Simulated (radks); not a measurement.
All-electron atom: Re23+ in [Kr] 4d10 4f6.

All-electron calculation, Dirac Kohn-Sham, PBEsol, spin-unpolarised, spherical densities, point nucleus; open shells fill j = l - 1/2 first. Program: a radial shooting solver on a logarithmic mesh with Libxc functionals.

Energy parts (hartree):
part                       energy
total                 -16490.0566
kinetic                18679.6333
electron-nucleus      -39946.9658
Hartree                 5078.9379
exchange-correlation    -301.6620

Orbitals (lengths in bohr, moments of r in powers of bohr):
| orbital | occ. | eigenvalue (hartree) | <r^4> | small-component weight |
|---|---|---|---|---|
| 1s1/2 | 2 | -2653.864 | 5.460e-07 | 8.02e-02 |
| 2s1/2 | 2 | -480.4122 | 0.00008131 | 1.82e-02 |
| 2p1/2 | 2 | -460.7336 | 0.00004886 | 1.83e-02 |
| 2p3/2 | 4 | -407.8574 | 0.00007203 | 1.65e-02 |
| 3s1/2 | 2 | -130.3938 | 0.002971 | 6.03e-03 |
| 3p1/2 | 2 | -121.6348 | 0.002614 | 5.97e-03 |
| 3p3/2 | 4 | -110.1180 | 0.003473 | 5.45e-03 |
| 3d3/2 | 4 | -95.42859 | 0.002342 | 5.33e-03 |
| 3d5/2 | 6 | -92.93039 | 0.002552 | 5.18e-03 |
| 4s1/2 | 2 | -45.51001 | 0.06016 | 2.15e-03 |
| 4p1/2 | 2 | -41.81420 | 0.06315 | 2.07e-03 |
| 4p3/2 | 4 | -38.86027 | 0.08057 | 1.89e-03 |
| 4d3/2 | 4 | -32.76884 | 0.08808 | 1.73e-03 |
| 4d5/2 | 6 | -32.18522 | 0.09426 | 1.68e-03 |
| 4f5/2 | 6 | -24.50017 | 0.1009 | 1.41e-03 |
| 4f7/2 | 0 | -24.36228 | 0.1037 | 1.40e-03 |
| 5s1/2 | 0 | -21.87662 | 0.7579 | 8.57e-04 |
| 5p1/2 | 0 | -20.35163 | 0.8565 | 8.15e-04 |
| 5p3/2 | 0 | -19.41027 | 1.028 | 7.68e-04 |

The highest occupied level is 4f5/2 at -666.68 eV. For comparison, the ionisation energy in NIST's Atomic Spectra Database is 720 eV (theoretical). In exact Kohn-Sham theory the highest level is minus the ionisation energy, but local and semilocal functionals leave it too shallow, through self-interaction and a potential that decays too fast; potentials with the right tail come closer. The density falls to 0.001 e/bohr^3 at r = 1.38 bohr.

Beside tabulated values, note that spin-unpolarised runs miss the spin-polarisation part of the exchange energy of open shells.
